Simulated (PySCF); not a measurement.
Orbital energies and ionisation energy

C4H11NSi.
Z-matrix (Å and degrees, PBE0-D3(BJ)/def2-SVP geometry), rows numbered from 1:
```
Si
N   1  1.7283
C   2  1.4539  1  124.78
C   3  1.5238  2  103.31  1   165.00
C   4  1.5248  3  101.93  2    37.27
C   2  1.4604  1  123.70  3  -171.37
H   1  1.4960  2  108.36  3   -33.25
H   1  1.4965  2  108.38  3  -153.13
H   1  1.5036  2  115.04  3    86.98
H   3  1.1032  2  111.23  1    43.78
H   3  1.1106  2  112.76  1   -76.34
H   4  1.0999  3  113.29  2   159.68
H   4  1.1025  3  109.61  2   -79.62
H   5  1.1024  4  109.54  3    78.78
H   5  1.0996  4  113.85  3  -160.97
H   6  1.1056  2  112.82  1    50.37
H   6  1.1071  2  110.88  1   -69.20
```

Level: CAM-B3LYP/def2-SVPD (PySCF). Frontier orbitals with their largest atomic shares (Löwdin; up to four atoms above 4 %):

| orbital | ε (eV) | main atoms |
| --- | --- | --- |
| HOMO−3 | -10.82 | Si1 36 %, H9 24 %, H8 16 %, N2 5 % |
| HOMO−2 | -10.72 | Si1 17 %, H7 13 %, C5 13 %, C4 10 % |
| HOMO−1 | -10.64 | Si1 16 %, C4 13 %, C5 12 %, H7 11 % |
| HOMO | -7.49 | ? |
| LUMO | 1.20 | Si1 24 %, C6 8 %, C3 8 %, C5 7 % |
| LUMO+1 | 1.68 | Si1 44 %, H9 11 %, H8 10 %, H7 10 % |
| LUMO+2 | 1.87 | Si1 27 %, C4 8 %, H9 7 %, H7 7 % |

Question: What vertical ionisation energy does ΔSCF give, and how far is −ε(HOMO) from it?

Answer: ΔSCF: 8.10 eV (782 kJ/mol; threshold wavelength 153 nm); ⟨S²⟩ of the doublet left behind is 0.756, against 0.75 for a pure doublet. −ε(HOMO) is 7.49 eV, 0.61 eV below it. For the exact functional −ε(HOMO) would equal the first vertical ionisation energy; CAM-B3LYP (range-separated hybrid) falls short of its own ΔSCF value by 8 %.

Question: On which atoms does the HOMO lie?

Answer: N2 (silicon-bound nitrogen) 52 %, C3 (sp3 carbon bound to nitrogen) 9 %, C6 (sp3 carbon bound to nitrogen) 9 %, Si1 (SiH3 silicon) 7 %. The HOMO−1 lies 3.15 eV lower.

Question: How many of the 10 lowest singlet excitations (vertical TDDFT, same level) lie below the ionisation energy?

Answer: 9; they run from 5.60 to 8.21 eV.

Question: Shift the occupied levels rigidly so that −ε(HOMO) equals the ΔSCF value. What binding energies result?

Answer: The shift is +0.61 eV: HOMO 8.10, HOMO−1 11.25, HOMO−2 11.33, HOMO−3 11.43 eV. A rigid shift is only a rough guide to the deeper ionisations.

Question: With α = 81.3 au, estimate the like-pair dispersion coefficient by London's formula C6 = (3/4)α²I.

Answer: I = 0.2977 Eh, so C6 ≈ 1480 au, a rough estimate.

Question: What kinetic energy would electrons from this vertical process carry with Lyman-α light (10.199 eV)?

Answer: 10.20 − 8.10 = 2.10 eV.

Geometry: PBE0-D3(BJ)/def2-SVP, one conformer, isolated molecule.
